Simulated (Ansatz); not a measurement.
Molecule: sum formula H4Si2OCl, charge 0, multiplicity 2. It need not be the lowest isomer of its formula. 
Geometry from a B3LYP-D3(BJ)/def2-TZVP (Ansatz, a first-principles code) optimisation:
```
O
Si 1 1.6287
Si 1 1.6521 2 145.72
H 3 1.4767 1 107.43 2 166.13
H 3 1.4780 4 110.21 1 -119.29
H 3 1.4795 4 110.03 5 -121.17
H 2 1.4890 1 107.80 3 150.43
Cl 2 2.0795 7 107.40 1 118.09
```
Charge 0, spin multiplicity 2.

Basis-set convergence of Hartree-Fock and CCSD(T) correlation energies (hartree) with Ansatz. Cores are frozen in the correlated levels unless marked. UHF or UKS for open shells. No spin-orbit coupling. Non-relativistic.

| basis | functions | E(HF) | E(corr, CCSD(T)) |
|---|---|---|---|
| cc-pV(D+d)Z | 103 | -1114.67180 | -0.55752 |
| cc-pV(T+d)Z | 203 | -1114.75226 | -0.71692 |
| cc-pV(Q+d)Z | 367 | -1114.77046 | -0.77129 |

Extrapolating the two largest sets (X = 3 and 4) as X^-3: E(corr) = (64·(-0.77129) - 27·(-0.71692))/37 = -0.8110 Eh, an estimate of the basis-set limit. The largest set recovers 95.1 % of it, the smallest 68.7 %.
